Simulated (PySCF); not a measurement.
Field gradients at the hydrogen positions

Species: C7H13NOSi.
Cartesian coordinates in Å at the GFN2-xTB level; atoms count from 1:
```xyz
23
C7H13NOSi angstrom
C     -0.9889    1.1978   -1.2335
C     -1.1354    0.0131   -0.2793
C     -1.8148    0.4599    1.0166
C     -1.9170   -1.1204   -0.9425
O      0.1514   -0.4349    0.0897
Si     1.3599   -1.2175   -0.6075
C      2.8541   -0.7016    0.4220
C      2.9786    0.4248    1.1258
C      1.9863    1.4202    1.2030
N      1.2278    2.2776    1.2907
H     -1.9639    1.6060   -1.4833
H     -0.4914    0.8815   -2.1469
H     -0.3899    1.9691   -0.7568
H     -1.2199    1.2431    1.4794
H     -2.8121    0.8387    0.8134
H     -1.8849   -0.3769    1.7073
H     -1.4035   -1.4472   -1.8439
H     -1.9963   -1.9663   -0.2640
H     -2.9159   -0.7840   -1.2063
H      1.1840   -2.6701   -0.5034
H      1.6182   -0.8628   -2.0099
H      3.6945   -1.3828    0.4248
H      3.8741    0.6597    1.6943
```

Level: PBE0/pcSseg-1 (PySCF, non-relativistic); Q(2H) = 0.00286 b; rigid geometry, the same for H and D, with no vibrational averaging.

**Question.** Rank these positions by the coupling χzz of a deuteron there, largest first.
A. H14 (methyl hydrogen)
B. H22 (vinylic hydrogen)
C. H15 (methyl hydrogen)
D. H20 (Si–H hydrogen)

**Answer.** B (219 kHz), C (214 kHz), A (207 kHz), D (105 kHz).

**Question.** Tabulate Vzz, the asymmetry η and χzz = 234.96 MHz × Q × Vzz for every hydrogen position.

**Answer.** 
```json
{"atom": "H11", "bonded to": "C1", "bond length (Å)": "1.086", "Vzz (au)": "0.3184", "η": "0.03", "χzz (kHz)": "214"}
{"atom": "H12", "bonded to": "C1", "bond length (Å)": "1.087", "Vzz (au)": "0.3161", "η": "0.03", "χzz (kHz)": "212"}
{"atom": "H13", "bonded to": "C1", "bond length (Å)": "1.087", "Vzz (au)": "0.3078", "η": "0.01", "χzz (kHz)": "207"}
{"atom": "H14", "bonded to": "C3", "bond length (Å)": "1.087", "Vzz (au)": "0.3077", "η": "0.02", "χzz (kHz)": "207"}
{"atom": "H15", "bonded to": "C3", "bond length (Å)": "1.086", "Vzz (au)": "0.3181", "η": "0.03", "χzz (kHz)": "214"}
{"atom": "H16", "bonded to": "C3", "bond length (Å)": "1.087", "Vzz (au)": "0.3161", "η": "0.02", "χzz (kHz)": "212"}
{"atom": "H17", "bonded to": "C4", "bond length (Å)": "1.088", "Vzz (au)": "0.3150", "η": "0.02", "χzz (kHz)": "212"}
{"atom": "H18", "bonded to": "C4", "bond length (Å)": "1.087", "Vzz (au)": "0.3149", "η": "0.01", "χzz (kHz)": "212"}
{"atom": "H19", "bonded to": "C4", "bond length (Å)": "1.087", "Vzz (au)": "0.3167", "η": "0.02", "χzz (kHz)": "213"}
{"atom": "H20", "bonded to": "Si6", "bond length (Å)": "1.467", "Vzz (au)": "0.1563", "η": "0.03", "χzz (kHz)": "105"}
{"atom": "H21", "bonded to": "Si6", "bond length (Å)": "1.469", "Vzz (au)": "0.1551", "η": "0.04", "χzz (kHz)": "104"}
{"atom": "H22", "bonded to": "C7", "bond length (Å)": "1.082", "Vzz (au)": "0.3263", "η": "0.03", "χzz (kHz)": "219"}
{"atom": "H23", "bonded to": "C8", "bond length (Å)": "1.086", "Vzz (au)": "0.3124", "η": "0.08", "χzz (kHz)": "210"}
```

**Question.** Average by the element that carries the hydrogen.

**Answer.** on C: 212 kHz over 11 positions, mean bond length 1.086 Å; on Si: 105 kHz over 2 positions, mean bond length 1.468 Å.

**Question.** A static deuteron (I = 1) shows a doublet split by (3/2)χ, (3/4)χ(1 + η) and (3/4)χ(1 − η) with the field along z, y and x of the gradient. What are these for H22?

**Answer.** With |χ| = 219.3 kHz and η = 0.028: 329, 169 and 160 kHz, to first order and without motion.

The structure is a single GFN2-xTB conformer in the gas phase; no vibrational or solvent corrections. GFN2-xTB bond lengths can be off by several hundredths of an ångström, more for odd bonds, and the gradients follow them. The small basis limits the accuracy of the gradients.
